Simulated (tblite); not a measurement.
C4H9FNSi (doublet state).
Z-matrix (Å and degrees, GFN2-xTB geometry), rows numbered from 1:
```
C 
Si  1  1.8904
F   2  1.6202  1  107.61
C   2  1.9093  1  112.13  3   115.43
C   4  1.5233  2  112.31  1   -59.12
C   5  1.5253  4  110.31  2  -179.05
N   6  1.2169  5  126.30  4  -115.95
H   1  1.0874  2  111.20  3   -54.10
H   1  1.0857  2  111.68  3  -174.49
H   1  1.0862  2  111.00  3    65.34
H   2  1.4567  1  115.09  3  -115.52
H   4  1.0921  2  109.17  1   179.33
H   4  1.0905  2  109.95  1    62.60
H   5  1.0918  4  110.53  2   -60.10
H   5  1.0899  4  110.97  2    61.28
H   6  1.0995  5  111.53  4    63.15
```

Computed with GFN2-xTB (tblite): harmonic, unscaled wavenumbers at the GFN2-xTB geometry, gas phase. This tight-binding method is rough: wavenumbers can miss measured ones by several per cent, in bad cases by 10 to 20. Modes of hydrogen on silicon can be 10 to 20 % off. One conformer, not necessarily the lowest. Open shells enter through the occupations alone, without spin polarisation, and single modes of such species can be off by tens of per cent.

Harmonic wavenumbers (cm⁻¹): 37.5, 61.6, 74.2, 104.0, 122.6, 178.1, 204.5, 272.8, 332.3, 407.1, 618.4, 625.7, 689.2, 726.3, 765.9, 794.9, 813.5, 835.0, 850.4, 914.5, 939.5, 1062.9, 1073.4, 1175.9, 1227.0, 1250.9, 1298.0, 1376.1, 1455.3, 1470.4, 1476.3, 1479.9, 1831.3, 2311.7, 2780.3, 2968.3, 2974.7, 2996.7, 3006.4, 3029.5, 3044.4, 3050.4.

A = 4257, B = 967.3, C = 890.0 MHz; mass 118.049 u (most abundant isotopes); point group C1, symmetry number 1; spin multiplicity 2.

What is the zero-point energy?

Half the sum of the wavenumbers: 26354 cm⁻¹ = 75.35 kcal/mol.

Entropy at 350 K, 1 bar (ideal gas, RRHO, classical rotation)?

Translation 41.04, rotation 29.34, vibration 36.29, spin (R ln 2) 1.38: S = 108.0 cal/(mol K).

And Cp and H(350 K) − H(0)?

Cp = 39.89 cal/(mol K), of which vibrations give 31.94 (their classical limit is 42 R = 83.5); H(350 K) − H(0) = 8.91 kcal/mol without the zero-point energy, 6.13 from vibrations.

How do the functions run with temperature in this model?

```
 T (K)  S (cal/(mol K))  Cp (cal/(mol K))  H − H(0) (kcal/mol)  G − H(0) (kcal/mol)  ln q(vib)
   150             82.0              24.0                 2.55                -9.76       4.01
   250             96.0              31.8                 5.33               -18.68       6.85
298.15            102.0              35.8                 6.95               -23.45       8.12
   400            113.6              43.6                11.00               -34.44      10.69
   600            133.7              55.5                20.99               -59.23      15.41
   900            158.6              67.1                39.52              -103.21      21.82
```

q(vib) and H(0) count from the zero-point level.

What must be added to the electronic energy to get the Gibbs energy at 350 K and 1 bar?

ZPE + [H(350 K) − H(0)] − T·S = 75.35 + 8.91 − 37.81 = 46.45 kcal/mol.

Which modes carry the vibrational entropy at 350 K?

37.5 cm⁻¹: 5.70; 61.6 cm⁻¹: 4.72; 74.2 cm⁻¹: 4.35; 104.0 cm⁻¹: 3.69; 122.6 cm⁻¹: 3.37; 178.1 cm⁻¹: 2.65 cal/(mol K); the other 36 give 11.79 together.

Hindered rotation and anharmonicity are outside this model. Other conformers, if any are populated, would add a mixing term that is left out. The structure is chiral; the term R ln 2 for an equal mix with its mirror image is left out.
